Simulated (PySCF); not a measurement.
**Molecular orbitals of CaTl⁺**

BLYP at R = 3.691 Å; basis Ca def2-SVPD, Tl def2-SVPD with ECP60; scalar-relativistic core potentials; PySCF 2.14. State: ¹Σ⁺ (singlet), closed shell. Only the outer orbitals are listed, counted within each symmetry, core potentials removing the inner ones.

```json
{"orbital": "1δ", "occ.": "2", "ε (eV)": "-20.24", "on Ca (%)": "0", "main shells (%)": "100 Tl d"}
{"orbital": "1δ", "occ.": "2", "ε (eV)": "-20.24", "on Ca (%)": "0", "main shells (%)": "100 Tl d"}
{"orbital": "4π", "occ.": "2", "ε (eV)": "-20.08", "on Ca (%)": "0", "main shells (%)": "100 Tl d"}
{"orbital": "4π", "occ.": "2", "ε (eV)": "-20.08", "on Ca (%)": "0", "main shells (%)": "100 Tl d"}
{"orbital": "8σ", "occ.": "2", "ε (eV)": "-20.03", "on Ca (%)": "0", "main shells (%)": "100 Tl d"}
{"orbital": "9σ", "occ.": "2", "ε (eV)": "-14.02", "on Ca (%)": "4", "main shells (%)": "96 Tl s"}
{"orbital": "10σ", "occ.": "2", "ε (eV)": "-8.05", "on Ca (%)": "77", "main shells (%)": "74 Ca s, 23 Tl p"}
{"orbital": "5π", "occ.": "0", "ε (eV)": "-6.83", "on Ca (%)": "32", "main shells (%)": "68 Tl p, 27 Ca d"}
{"orbital": "5π", "occ.": "0", "ε (eV)": "-6.83", "on Ca (%)": "32", "main shells (%)": "68 Tl p, 27 Ca d"}
{"orbital": "11σ", "occ.": "0", "ε (eV)": "-6.69", "on Ca (%)": "72", "main shells (%)": "42 Ca d, 28 Tl p, 23 Ca s"}
```

Task: Which are the highest filled and the lowest empty level, where do they sit, and how wide is the gap?

Result: Highest filled 10σ at -8.05 eV (in %: 74 Ca s, 23 Tl p); lowest empty 5π at -6.83 eV (in %: 68 Tl p, 27 Ca d); the gap at BLYP is 1.22 eV.

| Item | Value |
| --- | --- |
| bond order (Mayer) | 0.73 |
| ⟨S²⟩ | 0.000 |
| charge on Ca (Mulliken, basis-dependent) | 0.38 |
| charge on Ca (Löwdin, basis-dependent) | 0.67 |
| dipole moment (positive dipole points towards Tl; it is taken about the centre of mass and depends on that origin) | -7.71 D |

Closed-shell solutions of metal pairs were not tested for spin polarisation, which can lower them a little. Spin–orbit coupling is left out.
